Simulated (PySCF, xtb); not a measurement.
H4O3SSn, SMILES [OH][Sn]([OH])([OH])[SH]. The values are those of a single conformer.

Harmonic wavenumbers (cm⁻¹) from GFN2-xTB run with xtb at its own minimum, in rising order: 60, 98, 99, 129, 133, 154, 164, 216, 259, 321, 435, 487, 493, 658, 796, 817, 824, 2439, 3622, 3626, 3634.

Problem. What does PBE0-D3(BJ)/def2-SVP (PySCF) give at its own minimum? (The exact figures need the calculation; the answer reports its results.)

Solution. 91, 114, 135, 154, 162, 175, 194, 227, 257, 370, 625, 645, 650, 715, 841, 865, 871, 2707, 3876, 3879, 3888. Paired by order, the mean absolute difference is 94 cm⁻¹ and the zero-point energies are 27.8 and 30.7 kcal/mol.
